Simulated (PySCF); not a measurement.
MP2, SCS-MP2 and SOS-MP2 from spin components

System: C2H8N (SMILES C[NH2+]C), charge +1, singlet, at a GFN2-xTB geometry. Level: MP2/6-311G** run with PySCF. Sums are taken with unrounded values, so a last digit can differ.

Here is a job for PySCF.
```python
from pyscf import gto, scf, mp

mol = gto.Mole()
mol.atom = '''
    C     1.13626145    0.51800927   -0.17136574
    N     0.11223500   -0.53475827   -0.00839106
    C    -1.24753940    0.01218899    0.17968525
    H     2.12079925    0.07512594   -0.30685866
    H     0.90342083    1.13036038   -1.04048709
    H     1.15583745    1.15586555    0.71028992
    H     0.35547925   -1.11851683    0.80222890
    H     0.11904322   -1.14240726   -0.83770577
    H    -1.97014570   -0.79293439    0.29559530
    H    -1.27499751    0.64006506    1.06826740
    H    -1.52741413    0.61455989   -0.68250961
'''
mol.basis = '6-311g**'
mol.charge = 1
mol.verbose = 4
mol.build()

mf = scf.RHF(mol)
mf.kernel()

pt = mp.MP2(mf)
pt.kernel()
print('E(MP2) = %.10f' % pt.e_tot)
```

It gave an SCF energy of -134.653913 Eh, a same-spin correlation energy of -0.114314 Eh and an opposite-spin one of -0.432913 Eh.

Question: Work out the MP2, SCS-MP2 (6/5 and 1/3) and SOS-MP2 (1.3 and 0) correlation and total energies.

Answer: MP2: -0.432913 + (-0.114314) = -0.547227 Eh, total -135.201140 Eh, as the program printed. SCS-MP2: 1.2 × (-0.432913) + (-0.114314)/3 = -0.557600 Eh, total -135.211513 Eh. SOS-MP2: 1.3 × (-0.432913) = -0.562787 Eh, total -135.216700 Eh. Opposite spins carry 79 % of the MP2 correlation; same-spin pairs are already kept apart by exchange.
